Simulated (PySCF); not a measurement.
# Excitation energy of Cr⁺ by level of theory

Cr⁺ [Ar] 3d5 (6S) → Cr⁺ [Ar] 3d4 4p1 (high-spin determinant), as a difference of total energies. All numbers are calculated (PySCF 2.14, the non-relativistic Hamiltonian (point nucleus), in def2-QZVPPD (11s6p5d3f2g, 93 functions)). Correlated levels: valence: [Ar] frozen; valence and next inner shell: [Ne] frozen. The calculations carry no spin-orbit coupling.

```tsv
method	excitation energy (cm⁻¹)
UHF	40567
PBE	48586
r2SCAN	47776
CAM-B3LYP	48277
wB97X-V	48263
HSE06	47516
B2PLYP	46969
MP2 (valence)	46799
SCS-MP2 (valence)	42644
MP2 (valence and next inner shell)	51000
SCS-MP2 (valence and next inner shell)	46693
```

Task: Estimate what PBE0 gives.

Result: 47789 cm⁻¹, closest to r2SCAN among the rows shown.

Task: Estimate what LDA gives.

Result: 50841 cm⁻¹, closest to MP2 (valence and next inner shell) among the rows shown.

A first-order spin-orbit estimate (lowest level to lowest level, LS coupling) adds -0.061 eV.

The determinant of the upper state mixes LS terms, which raises its energy above the lowest term, most at the Hartree-Fock and MP2 levels.
